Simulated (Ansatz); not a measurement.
Cl$_{3}$HNNb (`[NH]=[Nb]([Cl])([Cl])[Cl]`). Charge 0, multiplicity 1. Nb takes the def2 core potential.

| atom | x (Å) | y (Å) | z (Å) |
| --- | --- | --- | --- |
| N1 | 0.646 | 1.016 | -0.530 |
| Nb2 | -0.200 | -0.315 | 0.164 |
| Cl3 | 1.356 | -1.645 | 1.173 |
| Cl4 | -1.682 | 0.546 | 1.671 |
| Cl5 | -1.261 | -1.398 | -1.542 |
| H6 | 1.142 | 1.796 | -0.937 |

(1) List the harmonic frequencies (cm⁻¹, unscaled) at PBE0-D4/def2-TZVP in Ansatz. (Estimate.)

(2) Is this a minimum?

(3) Give the ideal-gas thermochemistry at 298.15 K and 1 bar (rigid rotor, harmonic oscillator; point group C3v, symmetry number 3).

Answers

(1) Computed: 103, 103, 134, 212, 212, 395, 441, 442, 548, 548, 1043, 3636.

(2) Yes, all 12 modes are real.

(3) Zero-point energy 46.7 kJ/mol; H(298) − E = 68.4 kJ/mol; entropy 363.0 J/(mol·K), of which translation 175.8, rotation 113.8, vibration 73.4; G(298) − E = -39.8 kJ/mol.
